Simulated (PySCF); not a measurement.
This PySCF input asks for the NMR shieldings of `C=N[Si@@H]([NH3+])C1CCC1`, [C5H13N2Si]+; the geometry comes from GFN2-xTB.

```python
import basis_set_exchange as bse
import numpy as np
from pyscf import gto, dft
from pyscf.prop import nmr

atoms = """
C    -2.843656    1.390378   -1.287527
N    -2.021955    0.594783   -0.771839
Si   -1.117844    0.383811    0.651793
N    -1.087334   -1.538251    0.523850
C     0.686680    0.826213    0.312524
C     1.302777    0.233330   -0.980282
C     2.209864   -0.667668   -0.130351
C     1.741030    0.052766    1.141082
H    -3.313829    2.220138   -0.763721
H    -3.122126    1.247577   -2.327692
H    -1.601458    0.549002    2.014480
H    -0.596894   -1.803942   -0.330990
H    -2.026602   -1.929735    0.473217
H    -0.604008   -1.968173    1.310387
H     0.820601    1.905619    0.379322
H     1.853311    0.974256   -1.553415
H     0.621428   -0.275074   -1.660568
H     3.271626   -0.575105   -0.341003
H     1.950842   -1.725222   -0.163627
H     1.370184   -0.585862    1.941382
H     2.498444    0.708103    1.562507
"""
names = dict.fromkeys(["C", "N", "Si", "H"], "pcSseg-1")
basis = {el: gto.basis.parse(bse.get_basis(n, elements=[el], fmt="nwchem")) for el, n in names.items()}
mol = gto.M(atom=atoms, basis=basis, charge=1, verbose=0)
mf = dft.RKS(mol, xc="PBE0")
mf.grids.level = 2
mf.grids.alignment = dft.numint.BLKSIZE   # the property module wants whole blocks of grid points
mf.conv_tol = 1e-9
mf.kernel()

calc = nmr.RKS(mf)   # GIAO
C = mf.mo_coeff
Co = C[:, mf.mo_occ > 0]
resp = mf.gen_response(singlet=True, hermi=2)
def vind(x):   # induced exchange potential for any number of trial vectors
    d = np.einsum("pi,xij,qj->xpq", C, 2 * x.reshape(-1, C.shape[1], Co.shape[1]), Co, optimize=True)
    return np.einsum("xpq,pi,qj->xij", resp(d - d.transpose(0, 2, 1)), C, Co, optimize=True).ravel()
mo1, _ = nmr.rhf.solve_mo1(calc, with_cphf=vind)
sigma = calc.kernel(mo1)
for i, s in enumerate(sigma):   # ppm
    print("%2d %-2s %9.2f" % (i, mol.atom_pure_symbol(i), np.trace(s) / 3))
```

**Question.** What are the results?

**Answer.** 
```
 0 C      -6.22
 1 N    -110.21
 2 Si    348.46
 3 N     226.77
 4 C     166.53
 5 C     164.56
 6 C     164.65
 7 C     165.48
 8 H      22.67
 9 H      22.62
10 H      25.73
11 H      27.22
12 H      28.02
13 H      28.10
14 H      29.00
15 H      28.51
16 H      29.44
17 H      28.88
18 H      29.74
19 H      29.98
20 H      28.55
```

These numbers come from an equivalent density-fitted implementation of the same equations, which agrees with the script to about 0.01 ppm for H and up to a few tenths of a ppm for heavy atoms, so last digits may differ.

Size and cost of the density-fitted run: 208 basis functions, 85 s wall time on 1 thread of an AMD EPYC 7571, shared host; peak memory 0.99 GiB.
